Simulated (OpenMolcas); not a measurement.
# Computed levels of Nb²⁺

- Program: OpenMolcas 26.06
- Method: XMS-CASPT2, IPEA 0.25 Eh, imaginary shift 0.1 Eh (closed shells correlated: 4s 4p)
- Basis: ANO-RCC-VTZP [7s6p4d2f1g]
- Scalar Hamiltonian: DKH2, point nucleus
- Active space: 3 electrons in 6 orbitals (4d 5s)
- State averaging: 2S+1 = 4 even, 20 roots; 2S+1 = 2 even, 70 roots kept (CI in the orbitals of an earlier block)
- Spin-orbit coupling: RASSI with atomic mean-field integrals over the reference wave functions, term energies averaged over their components

Spin-free terms above the lowest, with the occupations of the reference:

```json
{"Configuration": "4d3", "Term": "4F", "E (cm-1)": "0.0", "Occupations": "4d 3.00"}
{"Configuration": "4d3", "Term": "4P", "E (cm-1)": "8300", "Occupations": "4d 3.00"}
{"Configuration": "4d3", "Term": "2G", "E (cm-1)": "9200", "Occupations": "4d 2.99 5s 0.01"}
{"Configuration": "4d3", "Term": "2P", "E (cm-1)": "10130", "Occupations": "4d 2.94 5s 0.06"}
{"Configuration": "4d3", "Term": "2D(1)", "E (cm-1)": "12080", "Occupations": "4d 2.95 5s 0.05"}
{"Configuration": "4d3", "Term": "2H", "E (cm-1)": "12550", "Occupations": "4d 3.00"}
{"Configuration": "4d3", "Term": "2F", "E (cm-1)": "19520", "Occupations": "4d 2.87 5s 0.13"}
{"Configuration": "4d2 5s", "Term": "4F", "E (cm-1)": "25850", "Occupations": "4d 2.00 5s 1.00"}
{"Configuration": "4d3", "Term": "2D(2)", "E (cm-1)": "31550", "Occupations": "4d 2.66 5s 0.34"}
{"Configuration": "4d2 5s", "Term": "2F", "E (cm-1)": "32990", "Occupations": "4d 2.13 5s 0.87"}
{"Configuration": "4d2 5s", "Term": "4P", "E (cm-1)": "34620", "Occupations": "4d 2.00 5s 1.00"}
{"Configuration": "4d2 5s", "Term": "2D", "E (cm-1)": "35760", "Occupations": "4d 2.34 5s 0.66"}
{"Configuration": "4d2 5s", "Term": "2G", "E (cm-1)": "40540", "Occupations": "4d 2.01 5s 0.99"}
{"Configuration": "4d2 5s", "Term": "2P", "E (cm-1)": "42280", "Occupations": "4d 2.06 5s 0.94"}
{"Configuration": "4d2 5s", "Term": "2S", "E (cm-1)": "57280", "Occupations": "4d 2.00 5s 1.00"}
{"Configuration": "4d 5s2", "Term": "2D", "E (cm-1)": "68490", "Occupations": "4d 1.04 5s 1.96"}
```

With spin-orbit coupling, above the lowest level:

```csv
Configuration,Term,J,E (cm-1),Measured (cm-1),g,Term weight %,Second
4d3,4F,3/2,0.0,0.0,0.402,99,
4d3,4F,5/2,537,516,1.029,100,
4d3,4F,7/2,1225,1177,1.238,100,
4d3,4F,9/2,2020,1939,1.332,99,
4d3,4P,3/2,8810,8608,1.640,80,18 2P
4d3,4P,1/2,8860,8664,2.480,90,9 2P
4d3,4P,5/2,9780,9594,1.597,99,
4d3,2G,7/2,10020,9236,0.890,99,
4d3,2G,9/2,10590,9804,1.095,90,9 2H
4d3,2P,1/2,11230,,0.857,90,10 4P
4d3,2P,3/2,11420,,1.267,54,26 2D(1)
4d3,2D(1),3/2,13610,,0.957,70,28 2P
4d3,2D(1),5/2,13750,13094,1.203,98,
4d3,2H,9/2,13750,12916,0.928,91,9 2G
4d3,2H,11/2,14090,13264,1.091,100,
4d3,2F,7/2,20710,19861,1.143,99,
4d3,2F,5/2,20830,19975,0.859,99,
4d2 5s,4F,3/2,25890,25220,0.401,99,
4d2 5s,4F,5/2,26380,,1.028,99,
4d2 5s,4F,7/2,27070,,1.238,100,
4d2 5s,4F,9/2,27940,27374,1.334,100,
4d3,2D(2),5/2,32680,,1.178,58,35 4d2 5s 2D
4d3,2D(2),3/2,33070,,0.800,61,39 4d2 5s 2D
4d2 5s,2F,5/2,33530,33658,0.893,90,9 2D
4d2 5s,2F,7/2,34760,35079,1.142,98,
4d2 5s,4P,1/2,35340,34514,2.668,100,
4d2 5s,4P,3/2,35610,34807,1.689,95,3 2D
4d2 5s,4P,5/2,35730,,1.500,76,11 2D
4d2 5s,2D,3/2,37040,36536,0.849,57,36 4d3 2D(2)
4d2 5s,2D,5/2,37620,,1.287,44,31 4d3 2D(2)
4d2 5s,2G,9/2,41820,40875,1.112,100,
4d2 5s,2G,7/2,41830,40944,0.890,99,
4d2 5s,2P,1/2,43120,,0.670,100,
4d2 5s,2P,3/2,43820,,1.328,99,
4d2 5s,2S,1/2,58630,,2.000,100,
4d 5s2,2D,3/2,68910,,0.800,100,
4d 5s2,2D,5/2,70310,,1.200,100,
```

Against the 22 measured excited levels shown (the list in Shadmi, J. Res. Natl. Bur. Stand. 70A, 435 (1966)) the mean absolute deviation is 540 cm-1; the largest miss in energy is 4d2 5s 2G 9/2: computed 41820, measured 40875 cm-1 (+2.3 %), and the largest in proportion 4d3 2G 7/2 (+8.5 %).

Spin-orbit coupling puts the lowest level 1255 cm-1 below the lowest spin-free term.

For 4F the intervals divided by the larger J are 214.8, 196.4, 176.3 cm-1. Landé's interval rule makes them equal in pure LS coupling; they differ by 20 % of their mean. The multiplet is regular.

Term energies are means over components that CASPT2 splits; among the terms shown or strongly mixed into the levels shown the widest spread is 1900 cm-1 (4d2 5s 2G). Over all roots computed the reference weight is 0.86 to 0.94; the roots of lowest weight are the least certain, and an intruder state may touch them. Terms from blocks run as CI alone lack orbitals of their own. Configurations are named by rounded mean occupations; where the s occupation lies near a half they are strongly mixed, a name can repeat and a true partner stay unpaired. A single d shell beside an s shell can misplace configurations of different d count against each other. The CASPT2 spread within a term exceeds the gap to the next term for 4d3 4P and 4d3 2G, 4d3 2G and 4d3 2P, 4d3 2D(1) and 4d3 2H and others, so the order of their levels is uncertain. Computed and measured levels are paired by configuration, term and J; levels that our copy of the source lacks, or whose pairing is in doubt (as where it misses far off the trend of its configuration), stay unpaired and out of the deviations. Levels of configurations outside the active space are missing.

The term weight is that of the spin-free term in the level, not the purity of its configuration. A number in round brackets counts repeated terms of one configuration in the order of the reference energies.
